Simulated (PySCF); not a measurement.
**[Mn(H2O)6]2+: what the settings change**

The complex [Mn(H2O)6]2+ (charge +2) contains Mn(II), shell d5. The structure is a PBE0-D3(BJ)/def2-SVP, IEF-PCM water geometry optimised for multiplicity 6; coordination octahedral, point group Th, metal–donor distances 2.16 Å.

```
19

Mn    0.0000    0.0000    0.0000
O     2.1618    0.0000    0.0000
H     2.7381    0.7753    0.0000
H     2.7381   -0.7753    0.0000
O    -2.1618    0.0000    0.0000
H    -2.7381    0.7753    0.0000
H    -2.7381   -0.7753    0.0000
O     0.0000    2.1618    0.0000
H     0.0000    2.7381    0.7753
H     0.0000    2.7381   -0.7753
O     0.0000   -2.1618    0.0000
H     0.0000   -2.7381    0.7753
H     0.0000   -2.7381   -0.7753
O     0.0000    0.0000    2.1618
H     0.7753    0.0000    2.7381
H    -0.7753    0.0000    2.7381
O     0.0000    0.0000   -2.1618
H     0.7753    0.0000   -2.7381
H    -0.7753    0.0000   -2.7381
```

Method (PySCF 2.14, density fitting): CASSCF(5,5) with orbitals averaged over all microstates of the shell, strongly contracted NEVPT2 on the averaged canonical orbitals; basis x2c-TZVPall on the metal, x2c-SVPall elsewhere; spin-free X2C; IEF-PCM water; spin-orbit coupling by state interaction with the mean-field operator over all roots.

Base run: NEVPT2 ground state 6Ag, next 4Tg at 21578, then 4Tg at 26159 cm⁻¹, 10Dq(CASSCF) 7420, B(CASSCF) 1079, ζ 312 cm⁻¹, g 2.002 2.002 2.002, μeff(300 K) 5.92 μB.

(1) What happens with the basis x2c-TZVPall on all atoms?

(2) What happens with orbitals averaged over the highest spin alone?

Results:

(1) NEVPT2 ground state 6Ag, next 4Tg at 21661, then 4Tg at 26166 cm⁻¹, 10Dq(CASSCF) 7343, B(CASSCF) 1079, ζ 312 cm⁻¹, g 2.002 2.002 2.002, μeff(300 K) 5.92 μB. It took 48 s against 23 s on a shared host of the same kind.

(2) NEVPT2 ground state 6Ag, next 4Tg at 22120, then 4Tg at 26498 cm⁻¹, 10Dq(CASSCF) 7495, B(CASSCF) 1113, ζ 322 cm⁻¹, g 2.002 2.002 2.002, μeff(300 K) 5.92 μB.
